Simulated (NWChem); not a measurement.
SiH$_{4}$O$_{2}$; SMILES O[SiH2]O

```xyz
7

Si     0.0000     0.0000    -0.4255
O     -1.3853     0.0511     0.4893
O      1.3853    -0.0511     0.4893
H     -0.0651     1.2367    -1.2500
H      0.0651    -1.2367    -1.2500
H     -1.5866    -0.7328     1.0090
H      1.5866     0.7328     1.0090
```
Atoms are numbered in this order, from 1.

Computed with NWChem. Pople sets run with spherical d functions. Geometry: optimised at PBE0/def2-SVP. Isolated, static molecule.

GIAO at B3LYP/6-31G*: principal shieldings of Si1 are 411.1, 431.3, 439.2 ppm; an isolated tetramethylsilane molecule has σ = 415.4 ppm at the same levels.

Problem. Find the isotropic 29Si shift, its principal values, the span and the skew.

Solution. 
1. σ(iso) = one third of the sum = 427.2 ppm.
2. δ = σ(reference) − σ = -11.8 ppm against tetramethylsilane.
3. δ11, δ22, δ33 = 4.3, -15.9, -23.8 ppm.
4. Span Ω = δ11 − δ33 = 28.1 ppm; skew κ = 3(δ22 − δ(iso))/Ω = -0.44.
